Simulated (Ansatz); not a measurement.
Frontier orbitals of CH₂FNOSeSi, SMILES `F[SiH]1NC(=[Se])O1`.

```xyz
8

F    -1.5231    0.8811   -1.5964
Si   -0.7381    0.7842   -0.2356
N     0.8343    0.0949   -0.2904
C     0.3697   -0.9582    0.4593
Se    1.2010   -2.3700    1.1132
O    -0.9643   -0.6472    0.6101
H    -0.9755    2.0289    0.5014
H     1.7960    0.1863   -0.5617
```

Charge 0, multiplicity 1. Correlated methods include outer-core shells of Se, which these sets cover unevenly. Scalar relativity is left out up to krypton. The structure was optimised at the PBE0-D4/def2-TZVP level. Basis def2-TZVPP, Ansatz 0.2.0.

Orbital energies of one run (eV). Highest occupied ones, from the top: -5.86, -6.56, -8.97, -9.73, -10.82, -11.36, -12.32, -12.67, -13.54, -13.85, -14.35, -16.08, -16.95, -19.83. Empty: -1.69, -0.61, 0.43, 0.98, 1.41, 2.15.

**Question.** Which functional gave them?
A. B97M-V
B. PBE
C. r2SCAN
D. r2SCANh

**Answer.** D. HOMO energies: r2SCANh -5.86, PBE -5.22, B97M-V -5.48, r2SCAN -5.45 eV.
